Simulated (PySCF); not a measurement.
In(Cl)(Br)(vinyl) (C2H3BrClIn), SMILES C=[CH][In]([Cl])[Br].

The structure is a stationary point at B3LYP-D3(BJ)/def2-SVP. The structure was generated by enumeration; whether it is a known compound was not checked. The def2 effective core potentials stand for the cores of In; spin–orbit coupling is left out. Other conformers were not sampled.

These are B3LYP-D3(BJ)/def2-SVP in PySCF 2.14.0 values and carry that method's errors.

Frequencies are harmonic and unscaled.

Computed normal modes with their intensities:
| mode | ν (cm⁻¹) | IR (km/mol) | Raman (Å⁴/amu) | depolarisation | moving atoms (share of kinetic energy) |
|---|---|---|---|---|---|
| 1 | 56 | 1.4 | 3.7 | 0.73 | C 50 %, Br 20 %, H 14 %, In 12 % |
| 2 | 58 | 1.4 | 2.6 | 0.75 | C 34 %, In 26 %, Cl 23 %, H 17 % |
| 3 | 85 | 6.2 | 2.2 | 0.73 | Cl 58 %, Br 19 %, In 18 % |
| 4 | 120 | 3.1 | 3.3 | 0.75 | C 37 %, H 34 %, In 20 % |
| 5 | 242 | 25.0 | 12.5 | 0.11 | Br 58 %, In 32 % |
| 6 | 268 | 3.1 | 9.1 | 0.49 | C 65 %, H 19 %, In 9 % |
| 7 | 362 | 59.6 | 12.2 | 0.22 | Cl 71 %, In 25 % |
| 8 | 459 | 28.6 | 11.2 | 0.75 | H 71 %, C 28 % |
| 9 | 514 | 26.4 | 19.9 | 0.18 | C 67 %, H 21 %, In 11 % |
| 10 | 985 | 10.5 | 4.6 | 0.62 | H 88 %, C 12 % |
| 11 | 996 | 14.0 | 0.6 | 0.75 | H 72 %, C 28 % |
| 12 | 1023 | 24.2 | 0.2 | 0.75 | H 94 % |
| 13 | 1231 | 43.8 | 22.0 | 0.17 | H 73 %, C 27 % |
| 14 | 1409 | 13.1 | 25.0 | 0.55 | H 82 %, C 18 % |
| 15 | 1644 | 3.3 | 3.5 | 0.19 | C 83 %, H 17 % |
| 16 | 3105 | 9.3 | 228.1 | 0.24 | H 95 % |
| 17 | 3162 | 3.9 | 189.6 | 0.32 | H 91 %, C 9 % |
| 18 | 3199 | 1.4 | 124.6 | 0.52 | H 89 %, C 11 % |
